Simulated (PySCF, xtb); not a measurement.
CH3BO, SMILES [BH3-]C#[O+]. Atoms are numbered in the order given.

```xyz
6

B      0.0000     0.0000    -1.3356
H      1.0104     0.5834    -1.6430
H     -1.0104     0.5834    -1.6430
H      0.0000    -1.1667    -1.6430
C      0.0000     0.0000     0.1841
O      0.0000     0.0000     1.3128
```
Charge 0, spin multiplicity 1.

Geometry optimised at B3LYP-D3(BJ)/def2-TZVP.

Computed with IEF-PCM-PBE0/def2-SVP (PySCF).

The values are the electrostatic part of the solvation free energy, E(continuum) − E(gas) at the gas-phase geometry, in a cavity of scaled van der Waals radii (PySCF's table); cavitation and dispersion terms are not included. In vacuum the orbital gap is 8.16 eV. The dipole moment in vacuum is 1.52 D.

Problem. Estimate the values in water (ε = 78.36), cyclohexanone (ε = 15.62), N,N-dimethylformamide (ε = 37.22). (Estimate from the structure and the level; the computed values follow.)

Solution. 
```json
[
 {"solvent": "water", "ε": "78.36", "ΔG(elec) (kcal/mol)": "-1.9", "dipole (D)": "1.98", "gap (eV)": "8.34"},
 {"solvent": "cyclohexanone", "ε": "15.62", "ΔG(elec) (kcal/mol)": "-1.7", "dipole (D)": "1.94", "gap (eV)": "8.33"},
 {"solvent": "N,N-dimethylformamide", "ε": "37.22", "ΔG(elec) (kcal/mol)": "-1.8", "dipole (D)": "1.97", "gap (eV)": "8.34"}
]
```

For comparison, GFN2-xTB/ALPB(water) (xtb, at the GFN2-xTB geometry, all terms of that model) gives 1.2 kcal/mol.
